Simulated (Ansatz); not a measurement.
`C#[C][Al]([NH2])[F]` + H–F → `C#[C][Al]([F])[F]` + NH₃ at 298.15 K and 1 bar (ligand exchange at the Al–N bond).

Isolated molecules relaxed with PBE0-D4/def2-TZVP in Ansatz; ΔE leaves out vibrations. CCSD(T)/CBS adds triple-zeta CCSD(T) − MP2 to the extrapolated MP2 energy (def2 sets, frozen cores). This one scheme is used for every species. One conformer a species, not always the lowest.

| species | CCSD(T)/CBS energy (Eh) | H − E (kJ/mol) | S (J/(mol·K)) |
| --- | --- | --- | --- |
| `C#[C][Al]([NH2])[F]` | -474.49892 | 144.7 | 336.9 |
| H–F | -100.39570 | 33.5 | 173.6 |
| `C#[C][Al]([F])[F]` | -518.41825 | 81.4 | 319.2 |
| NH₃ | -56.50880 | 100.5 | 192.4 |

H − E and S are ideal-gas, rigid-rotor, harmonic terms from PBE0-D4/def2-TZVP, for one conformer and one mirror image of each species. 1 Eh = 2625.50 kJ/mol, R = 8.31446 J/(mol·K).

Q: By hand: ΔE, ΔH, ΔS and ΔG.

A: ΔE = (-518.41825) + (-56.50880) − (-474.49892) − (-100.39570) = -0.03243 Eh = -85.1 kJ/mol. Δ(H − E) = 81.4 + 100.5 − 144.7 − 33.5 = 3.7, so ΔH = -81.4 kJ/mol. ΔS = 319.2 + 192.4 − 336.9 − 173.6 = 1.1 J/(mol·K). ΔG = -81.4 − 298.15 × (1.1)/1000 = -81.7 kJ/mol.

Q: By hand: the equilibrium constant, and the temperature at which ΔG would vanish if ΔH and ΔS stayed fixed.

A: log₁₀ K = −ΔG/(RT ln 10) = 14.3. ΔH and −TΔS have one sign here, so there is no such temperature.

The number of gas molecules stays the same, so ΔS is small and ΔH decides. A doubt of 5 kJ/mol in ΔE shifts log₁₀ K by 0.9 here. Other conformers and mirror images would add mixing entropy, several J/(mol·K) or more a flexible species. These are equilibria of isolated gas molecules and say nothing of rates. Largest T1 diagnostic: 0.014 (customary marks: 0.02 for closed shells, 0.045 for open ones).

ΔS is within the doubt of such terms, so its sign, and with it that verdict, could turn.
